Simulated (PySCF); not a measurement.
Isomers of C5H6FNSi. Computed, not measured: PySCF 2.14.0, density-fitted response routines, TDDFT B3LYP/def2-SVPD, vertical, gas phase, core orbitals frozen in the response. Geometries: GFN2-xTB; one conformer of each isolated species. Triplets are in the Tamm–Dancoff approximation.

Question: Rank by computed LUMO energy, lowest first.
A. `C=C(F)/C=C\[SiH2]C#N`
B. `N#C[C@H]1C/C(=C\F)[SiH2]1`
C. `CC#C[C@H](C#N)[SiH2]F`
D. `N#CC1=CC[SiH2][C@H]1F`
E. `C=C/C([SiH2]F)=C/C#N`
F. `C=C(F)/C=C/[SiH2]C#N`
G. `F[SiH2]C1=CC=CN=C1`

Answer: E (-2.72 eV), A (-2.22 eV), F (-2.06 eV), D (-1.82 eV), G (-1.35 eV), B (-1.14 eV), C (-0.69 eV).

```tsv
SMILES	LUMO (eV)	α (au)	HOMO (eV)	T1 (eV)	first f ≥ 0.01 (nm)	gap (eV)	S1 mainly
C=C/C(=C/C#N)[SiH2]F	-2.72	96.0	-7.44	2.73	257	4.73	H→L (94%)
C=C(F)/C=C\[SiH2]C#N	-2.22	96.0	-7.41	3.06	236	5.20	H→L (95%)
C=C(F)/C=C/[SiH2]C#N	-2.06	96.6	-7.29	3.09	233	5.23	H→L (95%)
N#CC1=CC[SiH2][C@H]1F	-1.82	87.8	-7.93	3.77	208	6.12	H-1→L (86%)
F[SiH2]c1cccnc1	-1.35	86.6	-7.28	4.05	225	5.93	H→L (99%)
N#C[C@H]1C/C(=C\F)[SiH2]1	-1.14	88.2	-7.66	4.08	200	6.52	H→L+1 (98%)
CC#C[C@H](C#N)[SiH2]F	-0.69	87.2	-7.55	5.35	206	6.86	H→L (94%)
```

H and L stand for HOMO and LUMO.
